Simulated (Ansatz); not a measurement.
Ansatz (a first-principles code) input:

Ansatz 0.2 input:
```yaml
crystal:
  periodic: [false, false, false]
  atoms:
    - {symbol: C, position_ang: [-2.16785120, -1.36101202, 1.20173611]}
    - {symbol: O, position_ang: [-0.84556157, -0.89682291, 1.44995381]}
    - {symbol: Si, position_ang: [-0.03633560, 0.19662295, 0.57728230]}
    - {symbol: Br, position_ang: [0.09750425, -0.52762506, -1.54909997]}
    - {symbol: O, position_ang: [-0.81621794, 1.61204152, 0.59727894]}
    - {symbol: C, position_ang: [-0.43851112, 2.79160097, -0.10379916]}
    - {symbol: O, position_ang: [1.45984396, 0.37751585, 1.16102073]}
    - {symbol: C, position_ang: [2.45890034, -0.63262750, 1.24486697]}
    - {symbol: H, position_ang: [-2.23716729, -1.82087103, 0.21339836]}
    - {symbol: H, position_ang: [-2.88415753, -0.53973049, 1.26797860]}
    - {symbol: H, position_ang: [-2.40396372, -2.10532872, 1.96044685]}
    - {symbol: H, position_ang: [-0.40854263, 2.60884712, -1.18027000]}
    - {symbol: H, position_ang: [0.54028992, 3.14211202, 0.22948256]}
    - {symbol: H, position_ang: [-1.18486114, 3.55513395, 0.10922078]}
    - {symbol: H, position_ang: [3.35368103, -0.17737063, 1.66618298]}
    - {symbol: H, position_ang: [2.13047310, -1.44763916, 1.89284670]}
    - {symbol: H, position_ang: [2.69055413, -1.03064173, 0.25440863]}
basis:
  gaussian:
    orbitals: def2-TZVP
hamiltonian:
  xc: {name: PBE0}
```

Task: Predict the final energy.

Result: -3208.57495 Eh (PBE0/def2-TZVP). The basis has 325 functions.
